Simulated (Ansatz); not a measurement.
Compare A (`N[Si@H]1[GeH2][C@@H]1F`) with its isomer B (`N=C[SiH2][GeH2][F]`).

Computed with Ansatz on PBE0-D4/def2-TZVP structures; ΔE is electronic, products minus reactants. CCSD(T)/CBS adds triple-zeta CCSD(T) − MP2 to the extrapolated MP2 energy (def2 sets, frozen cores). Functionals use def2-TZVPP. B3LYP here is the variant with VWN-RPA as its local correlation; programs differ in this. For Ge outer-core shells are correlated without core-valence functions, which leaves a few kJ/mol of doubt a bond. Scalar relativity is left out up to krypton. Each species was taken in one conformer, which may not be the lowest.

A:

```xyz
11

N     1.048   -0.558   -1.845
Si    0.106   -0.630   -0.426
Ge    0.132    0.280    1.729
C    -1.045    0.725    0.128
F    -2.418    0.693    0.064
H     1.451   -1.397   -2.229
H     1.582    0.260   -2.090
H    -0.480   -1.986   -0.315
H     0.786    1.524    2.347
H    -0.480   -0.627    2.807
H    -0.681    1.717   -0.170
```

B:

```xyz
11

N    -2.047    0.092    0.916
C    -1.744   -0.185   -0.283
Si   -0.049    0.027   -1.115
Ge    1.639   -0.073    0.573
F     0.939    0.814    1.923
H    -1.250    0.448    1.449
H    -2.557   -0.576   -0.908
H     0.181   -1.047   -2.119
H     0.016    1.340   -1.812
H     2.961    0.644    0.253
H     1.910   -1.484    1.122
```

Task: Which is lower in electronic energy at CCSD(T)/CBS, and by how much? (Estimate.)

Result: Ansatz gave: B, by 89.3 kJ/mol.

Task: Give E(B) − E(A) in kJ/mol with CCSD(T)/def2-TZVPP, B3LYP-D4, MP2/def2-TZVPP, CCSD/def2-TZVPP, PBE-D4, B2PLYP, ωB97M-V. (An estimate is asked.)

Result: The calculation gave: CCSD(T)/def2-TZVPP -100.8, B3LYP-D4 -99.4, MP2/def2-TZVPP -90.6, CCSD/def2-TZVPP -103.1, PBE-D4 -76.9, B2PLYP -99.0, ωB97M-V -87.5. None reverses the order clearly.

Largest T1 diagnostic: 0.013.

In def2-TZVPP, CCSD(T) changes the Hartree–Fock value by +31.7 kJ/mol (the triples alone add +2.3 kJ/mol) and MP2 by +41.9 kJ/mol.
